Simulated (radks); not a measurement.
The numbers below are computed, except where a source is named.
Q: These are the eigenvalues of the occupied orbitals of an atom or ion with whole-number occupations (eV). Level of theory: scalar-relativistic Kohn-Sham, PBE, spin-unpolarised, spherical densities, finite nucleus; Fermi nuclear charge, rms radius of each element as measured or else 0.836 A^(1/3) + 0.57 fm (a radial shooting solver on a logarithmic mesh with Libxc functionals).

1s: -20915.64
2s: -3025.151
2p: -2712.518
3s: -566.0490
3p: -463.4063
3d: -297.3552
4s: -119.1741
4p: -90.5429
4d: -49.1220

Which element is it, and in what charge state? The configuration may be excited.

A: Z = 43, technetium, charge +4: Tc4+ in [Kr] 4d3. The list shows which subshells hold electrons but not how many an open one holds; the 1s level, -768.64 hartree, gives Z - s = 39.2 by -(Z - s)^2/2, which with screening and relativity narrows Z to a few neighbours, and the depths of the outer levels then fix element, charge and occupations together.
